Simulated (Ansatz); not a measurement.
CH5S, charge +1, singlet, at a GFN2-xTB geometry. Base run: CCSD(T)/cc-pVDZ in Ansatz (an electronic-structure program).

Input for Ansatz:
Ansatz 0.2 input:
```yaml
crystal:
  periodic: [false, false, false]
  atoms:
    - {symbol: C, position_ang: [-1.13733988, -0.15488493, 0.31956678]}
    - {symbol: S, position_ang: [0.57631004, 0.06030404, -0.26311906]}
    - {symbol: H, position_ang: [-1.76532359, 0.54315093, -0.22980945]}
    - {symbol: H, position_ang: [-1.44558655, -1.16978631, 0.07792438]}
    - {symbol: H, position_ang: [-1.21784394, 0.02192839, 1.38740599]}
    - {symbol: H, position_ang: [0.83830333, 1.23610769, 0.35754640]}
    - {symbol: H, position_ang: [1.19352933, -0.66695567, 0.69943691]}
basis:
  gaussian:
    orbitals: cc-pVDZ
total_charge: 1
magnetization: {spin_polarized: false}
correlation: {method: ccsd_t}
```

Variants of this job, named by their change:

```json
[
 {"change": "base", "ΔE vs base (mEh)": "0.000", "MP2 correlation (Eh)": "-0.28539", "CC correlation without the perturbative part (Eh)": "-0.32454", "basis functions": "57"},
 {"change": "method = mp2", "ΔE vs base (mEh)": "47.612", "MP2 correlation (Eh)": "-0.28539", "CC correlation without the perturbative part (Eh)": "-", "basis functions": "57"},
 {"change": "method = bccd", "ΔE vs base (mEh)": "8.692", "MP2 correlation (Eh)": "-0.28539", "CC correlation without the perturbative part (Eh)": "-0.32431", "basis functions": "57"},
 {"change": "method = bccd_t", "ΔE vs base (mEh)": "-0.020", "MP2 correlation (Eh)": "-0.28539", "CC correlation without the perturbative part (Eh)": "-0.32431", "basis functions": "57"},
 {"change": "electrons = all", "ΔE vs base (mEh)": "___", "MP2 correlation (Eh)": "___", "CC correlation without the perturbative part (Eh)": "___", "basis functions": "57"},
 {"change": "reference functional = pbe0", "ΔE vs base (mEh)": "___", "MP2 correlation (Eh)": "-", "CC correlation without the perturbative part (Eh)": "___", "basis functions": "57"},
 {"change": "fitting = cc-pVTZ-JKFIT (mean field), cc-pVTZ-RIFIT (correlation)", "ΔE vs base (mEh)": "0.036", "MP2 correlation (Eh)": "-0.28535", "CC correlation without the perturbative part (Eh)": "-0.32452", "basis functions": "57"},
 {"change": "method = rpa", "ΔE vs base (mEh)": "___", "MP2 correlation (Eh)": "-", "CC correlation without the perturbative part (Eh)": "-", "basis functions": "57"},
 {"change": "electrons = outside_noble_gas", "ΔE vs base (mEh)": "0.000", "MP2 correlation (Eh)": "-0.28539", "CC correlation without the perturbative part (Eh)": "-0.32454", "basis functions": "57"},
 {"change": "method = ccsd", "ΔE vs base (mEh)": "8.457", "MP2 correlation (Eh)": "-0.28539", "CC correlation without the perturbative part (Eh)": "-0.32454", "basis functions": "57"}
]
```

### Question
Some entries are withheld; supply them.

### Answer

- electrons = all, ΔE vs base (mEh): -9.698
- electrons = all, MP2 correlation (Eh): -0.29576
- electrons = all, CC correlation without the perturbative part (Eh): -0.33396
- reference functional = pbe0, ΔE vs base (mEh): 1.832
- reference functional = pbe0, CC correlation without the perturbative part (Eh): -0.33149
- method = rpa, ΔE vs base (mEh): -21.263
